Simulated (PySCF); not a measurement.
## Er²⁺ (erbium, charge +2) across methods

[Xe] 4f12, one real determinant. All numbers are calculated (PySCF 2.14, the spin-free X2C one-electron Hamiltonian (Gaussian nucleus), in x2c-TZVPPall).

| method | E (hartree) | mean ε 5p β (eV) | mean ε 4f α (eV) | mean ε 4f β (eV) | Σ⟨r²⟩ (bohr²) | ⟨S²⟩ |
| --- | --- | --- | --- | --- | --- | --- |
| LDA | -13076.33 | -40.568 | -18.197 | -16.680 | 36.89 | 2.001 |
| UHF | -13080.62925 | -46.277 | -28.657 | -26.141 | 36.49 | 2.003 |
| r2SCAN | -13085.46 | -40.996 | -17.771 | -16.272 | 36.71 | 2.002 |
| PBE | -13085.29 | -40.265 | -17.843 | -16.421 | 36.90 | 2.001 |

Estimate the same row for PBE0.

E (hartree) = -13085.09; mean ε 5p β (eV) = -42.090; mean ε 4f α (eV) = -20.731; mean ε 4f β (eV) = -19.065; Σ⟨r²⟩ (bohr²) = 36.72; ⟨S²⟩ = 2.001.

⟨L²⟩ = 24.01 against 30 for a pure H term, so this real determinant mixes terms. Spin-orbit coupling, absent here, splits the open shell strongly.
